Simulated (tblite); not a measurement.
C5H13BrOSi.
SMILES with atom numbers: `[CH3:1][CH2:2][O:3][C@@H:4]([CH2:5][SiH3:6])[CH2:7][Br:8]` (hydrogens: H9, H10, H11 on C1; H12, H13 on C2; H14 on C4; H15, H16 on C5; H17, H18, H19 on Si6; H20, H21 on C7)

Computed with GFN2-xTB (tblite), gas phase: L-BFGS steps from a force-field or distance-geometry start until the largest atomic force falls under 0.01 eV/Å.

Step 21: E = -740.4781 eV
```
atom  x, y, z in Å  |  force x, y, z in eV/Å
C1      2.8422    0.9178    0.2734   -0.021   0.002   0.003
C2      1.6320    0.1788    0.8169   -0.038  -0.026   0.005
O3      0.6431    0.1229   -0.1911   -0.037  -0.022  -0.021
C4     -0.5080   -0.6228    0.1434   -0.019   0.010  -0.024
C5     -1.6686   -0.0882   -0.6871    0.010  -0.010   0.003
Si6    -2.2368    1.6379   -0.1194    0.034  -0.043  -0.015
C7     -0.2700   -2.1105   -0.1497    0.003   0.022  -0.003
Br8    -1.5952   -3.1998    0.7496   -0.029  -0.047  -0.005
H9      3.2517    0.3801   -0.5776   -0.002   0.023  -0.005
H10     2.5518    1.9132   -0.0493    0.002   0.003  -0.011
H11     3.6010    0.9970    1.0464    0.012   0.006  -0.001
H12     1.2243    0.6937    1.6997    0.003   0.040   0.019
H13     1.9223   -0.8347    1.1269    0.041  -0.028   0.018
H14    -0.7237   -0.5019    1.2185   -0.001  -0.018  -0.024
H15    -1.3396   -0.0597   -1.7283   -0.021   0.007   0.040
H16    -2.5028   -0.7912   -0.6309    0.031   0.032   0.022
H17    -1.1486    2.6069   -0.2261   -0.008  -0.011  -0.020
H18    -2.6643    1.5327    1.2801   -0.011   0.013  -0.017
H19    -3.3657    2.0054   -0.9764    0.022   0.037   0.028
H20    -0.3561   -2.3108   -1.2171    0.025  -0.017  -0.003
H21     0.7019   -2.4498    0.2081    0.002   0.028   0.009
```

Step 22: E = -740.4790 eV
```
atom  x, y, z in Å  |  force x, y, z in eV/Å
C1      2.8403    0.9197    0.2718   -0.042  -0.004   0.006
C2      1.6304    0.1807    0.8179   -0.043  -0.034   0.005
O3      0.6393    0.1251   -0.1882   -0.034  -0.016  -0.027
C4     -0.5112   -0.6231    0.1444    0.018   0.001  -0.027
C5     -1.6707   -0.0882   -0.6872    0.028  -0.045   0.010
Si6    -2.2326    1.6382   -0.1194    0.048  -0.027  -0.005
C7     -0.2687   -2.1104   -0.1500    0.005   0.018   0.004
Br8    -1.5962   -3.2031    0.7408   -0.042  -0.052   0.000
H9      3.2473    0.3809   -0.5805   -0.004   0.039   0.014
H10     2.5459    1.9145   -0.0505    0.023  -0.010  -0.007
H11     3.6002    0.9992    1.0446   -0.002   0.008  -0.025
H12     1.2245    0.6949    1.7020    0.004   0.044   0.016
H13     1.9202   -0.8330    1.1267    0.048  -0.034   0.021
H14    -0.7272   -0.5052    1.2201   -0.005  -0.013  -0.036
H15    -1.3432   -0.0636   -1.7290   -0.017   0.012   0.046
H16    -2.5046   -0.7905   -0.6273    0.009   0.024   0.017
H17    -1.1378    2.5999   -0.2284   -0.016  -0.008  -0.015
H18    -2.6581    1.5310    1.2807   -0.013   0.020  -0.020
H19    -3.3592    2.0109   -0.9756    0.008   0.042   0.022
H20    -0.3483   -2.3112   -1.2180    0.028  -0.006   0.003
H21     0.7008   -2.4498    0.2150    0.000   0.041  -0.003
```

Step 23: E = -740.4801 eV
```
atom  x, y, z in Å  |  force x, y, z in eV/Å
C1      2.8369    0.9220    0.2700   -0.059  -0.010   0.009
C2      1.6276    0.1827    0.8194   -0.033  -0.033   0.006
O3      0.6339    0.1278   -0.1847   -0.012  -0.007  -0.020
C4     -0.5151   -0.6237    0.1453    0.056  -0.018  -0.022
C5     -1.6732   -0.0890   -0.6871    0.036  -0.071   0.018
Si6    -2.2261    1.6381   -0.1196    0.050   0.001   0.007
C7     -0.2671   -2.1100   -0.1503    0.001  -0.002   0.012
Br8    -1.5983   -3.2085    0.7290   -0.045  -0.046  -0.003
H9      3.2414    0.3828   -0.5840   -0.008   0.050   0.033
H10     2.5385    1.9162   -0.0523    0.040  -0.021  -0.001
H11     3.5991    1.0024    1.0416   -0.024   0.009  -0.049
H12     1.2248    0.6972    1.7053    0.004   0.035   0.002
H13     1.9183   -0.8313    1.1269    0.044  -0.028   0.020
H14    -0.7320   -0.5098    1.2215   -0.011  -0.006  -0.043
H15    -1.3484   -0.0686   -1.7293   -0.008   0.013   0.035
H16    -2.5069   -0.7891   -0.6223   -0.025   0.005   0.012
H17    -1.1237    2.5905   -0.2318   -0.021  -0.001  -0.009
H18    -2.6500    1.5291    1.2811   -0.013   0.029  -0.022
H19    -3.3505    2.0190   -0.9741   -0.002   0.044   0.017
H20    -0.3373   -2.3119   -1.2190    0.029   0.006   0.010
H21     0.6993   -2.4491    0.2241   -0.002   0.051  -0.014
```

Q: Estimate the geometry and energy of step 24. (The exact step hangs on the optimiser's Hessian estimate; all steps are aligned on step 23, rigid shifts and turns removed.)

A: E = -740.4814 eV, largest force 0.087 eV/Å
```
atom  x, y, z in Å  |  force x, y, z in eV/Å
C1      2.8316    0.9246    0.2680   -0.061  -0.013   0.010
C2      1.6235    0.1846    0.8214   -0.008  -0.022   0.008
O3      0.6273    0.1309   -0.1808    0.022  -0.004  -0.003
C4     -0.5191   -0.6250    0.1461    0.075  -0.043  -0.010
C5     -1.6756   -0.0909   -0.6864    0.027  -0.076   0.024
Si6    -2.2175    1.6377   -0.1198    0.037   0.030   0.015
C7     -0.2651   -2.1098   -0.1506   -0.005  -0.034   0.017
Br8    -1.6017   -3.2161    0.7145   -0.034  -0.028  -0.012
H9      3.2340    0.3861   -0.5877   -0.012   0.049   0.043
H10     2.5300    1.9180   -0.0545    0.047  -0.023   0.005
H11     3.5973    1.0065    1.0371   -0.045   0.008  -0.063
H12     1.2253    0.7008    1.7093    0.000   0.014  -0.018
H13     1.9169   -0.8296    1.1277    0.028  -0.011   0.016
H14    -0.7380   -0.5156    1.2223   -0.013   0.004  -0.041
H15    -1.3550   -0.0743   -1.7290    0.007   0.009   0.013
H16    -2.5104   -0.7873   -0.6158   -0.059  -0.022   0.007
H17    -1.1067    2.5790   -0.2363   -0.018   0.013  -0.003
H18    -2.6405    1.5274    1.2811   -0.012   0.037  -0.022
H19    -3.3397    2.0300   -0.9717   -0.005   0.041   0.016
H20    -0.3232   -2.3127   -1.2200    0.027   0.019   0.019
H21     0.6974   -2.4472    0.2351    0.001   0.051  -0.021
```

The energy changes by -0.0013 eV. The first-order estimate −F·Δx gives -0.0018 eV and the mean of the old and new forces, exact on a quadratic surface, -0.0013 eV. The step makes an angle of 80° with the force vector and moves no atom by more than 0.021 Å.

What follows is the cost of the whole relaxation. Hardware: one thread, Arm Neoverse V2 (aarch64), no GPU, on a shared host. Cost: 1.4 s of wall time.
